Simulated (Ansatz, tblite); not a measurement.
Cost and result up the ladder for ReO3Cl (ReClO₃) (5 atoms). Total charge 0; singlet. Geometry: PBE-D4/def2-SVP.

Cartesian coordinates in Å:
```
Re -0.015 0.092 -0.012
O -1.516 0.358 -0.798
O -0.040 0.902 1.499
O 1.232 0.772 -0.974
Cl 0.338 -2.124 0.286
```

Ansatz on 4 threads of Intel Xeon Platinum 8259CL on a shared host; xTB runs through tblite on one thread. Times are rough, summed over both states, and most runs start from the orbitals of an earlier one. PBE0-D4/def2-TZVP serves as the yardstick here, not as an exact answer. The other state is a doublet.

In the def2 sets Re takes a core potential; there is no spin–orbit coupling. The xTB rows come from tblite.

Raw xTB energies of ions are shifted by several eV.

```json
{"level": "r2SCAN-D4/def2-TZVP (with forces)", "functions": "170", "vertical IE (eV)": "11.92", "difference from PBE0-D4/def2-TZVP (eV)": "-0.15"}
{"level": "GFN1-xTB", "functions": "30", "vertical IE (eV)": "18.41", "difference from PBE0-D4/def2-TZVP (eV)": "6.34"}
{"level": "GFN2-xTB", "functions": "30", "vertical IE (eV)": "16.75", "difference from PBE0-D4/def2-TZVP (eV)": "4.68"}
{"level": "PBE0-D4/def2-TZVP", "functions": "170", "vertical IE (eV)": "12.07", "difference from PBE0-D4/def2-TZVP (eV)": "0.00"}
```

Question: Estimate how long each takes.

Answer: GFN1-xTB 0.015 s; GFN2-xTB 0.017 s; PBE0-D4/def2-TZVP 11 s; r2SCAN-D4/def2-TZVP (with forces) 18 s. On shared hardware such times vary by a factor of up to 3.
